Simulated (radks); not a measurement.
The numbers below are computed, except where a source is named.
Coulomb parameter of the 4d shell of neutral rhodium in the model configuration [Kr] 4d6.5 5s1 5p1.5, as a second difference U = [E(n + 0.5) + E(n - 0.5) - 2 E(n)] / (0.5)^2 with all orbitals relaxed. "Bare": the charge of the atom changes with n. "Screened": the 5p shell takes up the change at fixed total charge, which measures U(4d,4d) + U(5p,5p) - 2 U(4d,5p). Code: a radial shooting solver on a logarithmic mesh with Libxc functionals. Model: Dirac Kohn-Sham, LDA (Slater exchange, Perdew-Wang correlation), spin-unpolarised, spherical densities, point nucleus; open shells are shared between the two j in proportion to 2j + 1.

| case | configuration | E - E(n) (eV) |
|---|---|---|
| start | [Kr] 4d6.5 5s1 5p1.5 | 0.000 |
| bare +0.5 | [Kr] 4d7 5s1 5p1.5 | -5.074 |
| bare -0.5 | [Kr] 4d6 5s1 5p1.5 | 7.564 |
| screened +0.5 | [Kr] 4d7 5s1 5p1 | -4.462 |
| screened -0.5 | [Kr] 4d6 5s1 5p2 | 5.261 |

U(bare) = 9.961 eV, U(screened by 5p) = 3.197 eV, against the Slater integral F0(4d,4d) = 16.907 eV with frozen orbitals. The step up makes a negative ion, whose loosely bound charge lowers the bare value.
